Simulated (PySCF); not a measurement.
Relaxation of singlet K2Cl2

These are results of PBE0 in PySCF with K def2-TZVP, Cl def2-TZVP; no relativity; density-fitted integrals, not measurements. A (50,194) grid was used.

A hand-made linear X-M-M-X start, of D∞h symmetry, held to at least that symmetry:

```xyz
4
charge 0 multiplicity 1, angstrom
K     0.0000    0.0000    1.9600
K     0.0000    0.0000   -1.9600
Cl    0.0000    0.0000    4.9100
Cl    0.0000    0.0000   -4.9100
```

Question: What forces act on the atoms at the start (eV/Å)?

Answer: 
| atom | Fx | Fy | Fz |
| --- | --- | --- | --- |
| K1 | 0.00 | 0.00 | 1.31 |
| K2 | 0.00 | 0.00 | -1.31 |
| Cl3 | 0.00 | 0.00 | -1.03 |
| Cl4 | 0.00 | 0.00 | 1.03 |

Question: What does it relax to?

Answer: It ends at D∞h with K–Cl 2.683 Å (×2) (after a last refinement on a finer grid). The molecule has come apart into KCl + KCl. No frequency check is given, so it may be a saddle point.

Question: How much energy is released, and in how many steps?

Answer: 80.5 kJ/mol in 25 steps.

The relaxation took 71 s on 2 threads of a shared Arm Neoverse V1 host, with 140 basis functions and 26 gradients. Launch command: `OMP_NUM_THREADS=2 python axn.py task.json out`.
